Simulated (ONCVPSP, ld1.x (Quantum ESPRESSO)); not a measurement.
## Potentials for carbon compared

Generated with ld1.x 7.5 (TM, RRKJ, ultrasoft, PAW), atompaw 4.2 or ONCVPSP 4.0.1. The cutoff is in Ry: for ld1.x and atompaw files where the sum of valence levels is converged to 10 mRy in a Bessel basis, for ONCV files where the hardest occupied wave has 1 mHa per electron of residual kinetic energy. The error is the largest all-electron minus pseudo excitation energy over each file’s own four to seven test configurations (ionisations up to +4, promotions, holes and added fractions of an electron), all of which were solved. The labels leave out finer settings (local radius, basis sizes, second energies), which also bear on the numbers. Spin-polarised tests are not counted. The rows are a selection from randomly drawn settings: files with unsolved tests, undetermined cutoffs or missed reference levels are left out.

| potential | cutoff (Ry) | largest error (meV) | bound ghosts |
| --- | --- | --- | --- |
| ONCV, PBE, scalar-relativistic, rc 1.10/3.00 (sp), local s, core correction yes, reference 2s2 2p2, qcut 6.2/4.9, projectors 0/2 | 39 | +2302 | none |
| TM, PBE, scalar-relativistic, rc 0.85/1.40/1.20 (spd), local s, core correction yes, reference 2s2 2p2 | 80 | +226 | none |
| ONCV, PBE, scalar-relativistic, rc 1.25/1.10/1.35 (spd), local smoothed, core correction yes, reference 2s2, qcut 6.1/7.5/6.8, projectors 1/2/2 | 35 | +138 | none |
| ONCV, revPBE, scalar-relativistic, rc 1.25/2.90 (sp), local s, core correction yes, reference 2s1.5 2p2.5, qcut 6.5/4.2, projectors 0/2 | 32 | +1605 | none |
| PAW, PBEsol, non-relativistic, rc 0.90/2.60/2.75 (spd), local smoothed, core correction yes, reference 2s1 2p0 | 35 | -62 | none |

(1) Fill in the row for C: PAW, Wu–Cohen, scalar-relativistic, rc 1.00/2.05/2.10 (spd), local d, core correction yes, reference 2s2 2p1.5.

(2) Fill in the row for C: PAW, Wu–Cohen, non-relativistic, rc 1.35/1.95 (sp), local smoothed, core correction yes, reference 2s2 2p2.

(3) Fill in the row for C: ONCV, PBE, scalar-relativistic, rc 1.10/2.55/2.60 (spd), local smoothed, core correction yes, reference 2s1 2p3, qcut 5.3/6.1/3.4, projectors 2/2/2.

## Answers

(1) cutoff 30 Ry, largest error -23 meV, bound ghosts: none.

(2) cutoff 15 Ry, largest error +7.1 meV, bound ghosts: none.

(3) cutoff 70 Ry, largest error +1739 meV, bound ghosts: none.
